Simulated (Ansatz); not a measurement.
Consider the redistribution: `C=C[SiH2][AsH2]` + `[SiH3][O][InH2]` → `C=C[SiH2]O[SiH3]` + `[AsH2][InH2]`.

Calculated with Ansatz (gas phase, PBE0-D4/def2-TZVP geometries, no zero-point term in ΔE). CCSD(T)/CBS adds triple-zeta CCSD(T) − MP2 to the extrapolated MP2 energy (def2 sets, frozen cores). DFT in def2-TZVPP. B3LYP here is the variant with VWN-RPA as its local correlation; programs differ in this. def2 core potentials past Kr. For As, In outer-core shells are correlated without core-valence functions, which leaves a few kJ/mol of doubt a bond. Scalar relativity is left out up to krypton. One conformer a species, not always the lowest.

`C=C[SiH2][AsH2]`:

Z-matrix (Å, degrees):
```
Si
C 1 1.857
As 1 2.369 2 113.9
H 1 1.488 2 108.8 3 -120.5
H 1 1.489 2 110.8 3 119.5
C 2 1.331 1 123.1 3 115.0
H 2 1.089 1 118.5 3 -63.5
H 3 1.523 1 91.9 2 48.7
H 3 1.523 1 92.2 2 -43.6
H 6 1.087 2 121.7 1 1.3
H 6 1.086 2 122.2 1 -178.8
```

`[SiH3][O][InH2]`:

Cartesian coordinates in Å:
```
Si 0.123 -0.751 1.197
O -0.607 0.265 0.164
In -0.267 1.077 -1.623
H 1.439 -1.228 0.669
H -0.725 -1.951 1.446
H 0.376 -0.083 2.505
H -1.561 2.089 -2.065
H 1.222 0.580 -2.292
```

`C=C[SiH2]O[SiH3]`:

```xyz
13

C    -0.626   -1.122   -1.703
C    -1.182   -1.348   -0.516
Si   -0.931   -0.240    0.948
O     0.065    0.993    0.543
Si    1.605    1.538    0.528
H    -0.781   -1.783   -2.551
H     0.010   -0.259   -1.878
H    -1.815   -2.228   -0.401
H    -0.341   -1.013    2.076
H    -2.225    0.335    1.397
H     1.620    2.953    0.973
H     2.452    0.721    1.437
H     2.148    1.452   -0.852
```

`[AsH2][InH2]`:

```xyz
6

As    0.435   -0.343   -1.494
In    0.061   -0.195    1.066
H    -1.060   -0.259   -1.768
H     0.622    1.164   -1.606
H     1.111    0.795    2.012
H    -1.170   -1.164    1.790
```

**Question.** Is it downhill or uphill in electronic energy at CCSD(T)/CBS, and by how much? (Best estimate.)

**Answer.** The calculation gave: Downhill: ΔE = -21.3 kcal/mol.

**Question.** What do these levels give: PBE, r2SCAN, B3LYP, MP2/def2-TZVPP, MP2/def2-QZVPP, HF/CBS(def2)? (An estimate is asked.)

**Answer.** The calculation gave: PBE -19.0, r2SCAN -21.2, B3LYP -22.6, MP2/def2-TZVPP -21.7, MP2/def2-QZVPP -21.7, HF/CBS(def2) -27.4 kcal/mol.

Largest T1 diagnostic among the species: 0.015.

In def2-TZVPP, CCSD(T) changes the Hartree–Fock value by +5.8 kcal/mol (the triples alone add +1.1 kcal/mol) and MP2 by +5.6 kcal/mol. From PBE to PBE0 (25 % exact exchange), in def2-TZVPP and without D4, ΔE moves by −2.5 kcal/mol.
